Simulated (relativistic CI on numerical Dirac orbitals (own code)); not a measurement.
## What each ingredient does to the levels of Cu23+

Base calculation: Dirac-Coulomb-Breit CI, separate exchange-only KLI orbitals for each configuration, model QED (radiative potential, 1s self-energy scaled to tabulated hydrogen-like ionisation energies), unscaled Slater integrals.

CI space (outside the closed core 1s2): 2s2 2p2, 2s 2p3, 2p4, 2p3 3s, 2p3 3p, 2p3 3d, 2s2 2p 3s, 2s2 2p 3p, 2s2 2p 3d, 2s 2p2 3s, 2s 2p2 3p, 2s 2p2 3d, 2s2 2p 4s, 2s2 2p 4p, 2s2 2p 4d, 2s2 2p 4f. Levels of other configurations are missing.

The lowest level and the first level of each name with at least 55 % of one term (blank where a level has no safe partner in the second run):

```
          Level  Base (eV)  Shift (eV)
   2s2 2p2 3P_0       0.00        0.00
   2s2 2p2 3P_1      16.34       +0.56
   2s2 2p2 3P_2      23.44       +1.06
   2s2 2p2 1D_2      46.49       +1.36
   2s2 2p2 1S_0      64.59       +0.92
   2s 2p3 5S°_2      78.78       +0.59
   2s 2p3 3D°_1     119.20       +0.18
   2s 2p3 3D°_2     120.34       +0.40
   2s 2p3 3D°_3     126.56       +1.23
   2s 2p3 3P°_0     142.74       +0.33
   2s 2p3 3P°_1     144.87       +0.63
   2s 2p3 3P°_2     148.78       +0.98
   2s 2p3 3S°_1     166.99       +0.48
   2s 2p3 1D°_2     175.51       +1.07
   2s 2p3 1P°_1     196.59       +1.00
       2p4 3P_2     247.36       +0.15
       2p4 3P_0     262.95        0.00
       2p4 3P_1     266.94       +0.47
       2p4 1D_2     277.89       +0.80
       2p4 1S_0     314.55       +0.64
2s2 2p 3s 3P°_0    1225.41       +1.33
2s2 2p 3s 3P°_1    1226.76       +1.38
```

At this charge energies of transitions that change n are usually good to better than 1 %, and those within a shell (Δn = 0) to a few per cent.

(1) One thing was changed in a second run, which moved the levels as shown. Which?
A. Breit term removed
B. configuration mixing switched off
C. QED terms removed

## Answers

(1) A. Breit term removed. The Breit term mainly narrows fine-structure intervals, so removing it widens them.

LS names give the leading component of a level, which can be under half, so a name can repeat, a term be missing and a line seem to break the LS rules.
